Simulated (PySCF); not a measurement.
# Ir⁺: ionisation energy

Ir⁺ [Xe] 4f14 5d7 6s1 (5F) → Ir²⁺ [Xe] 4f14 5d7 (4F), as a difference of total energies. Computed with PySCF 2.14 in x2c-TZVPPall with one added diffuse shell each of s, p, d, f type (12s8p8d4f1g, 113 functions), with the spin-free X2C one-electron Hamiltonian (Gaussian nucleus). Correlated levels: valence and next inner shell: [Kr] 4d10 4f14 frozen. The calculations carry no spin-orbit coupling.

```tsv
method	ionisation energy (eV)
UHF	16.371
MP2 (valence and next inner shell)	17.661
SCS-MP2 (valence and next inner shell)	17.322
CCSD (valence and next inner shell)	17.439
CCSD(T) (valence and next inner shell)	17.497
```

A first-order spin-orbit estimate (lowest level to lowest level, LS coupling) adds -0.036 eV.

Errors of the correlated levels include the incompleteness of this basis and the frozen core.

Problem. Which method comes closest to the reference value, and which is furthest?

Solution. The reference is 17 ± 0.3 eV (semi-empirical (NIST evaluation); NIST Atomic Spectra Database, ionization energies). Closest: SCS-MP2 (valence and next inner shell) (error 0.286 eV); furthest: UHF (error -0.665 eV), both after the spin-orbit estimate.
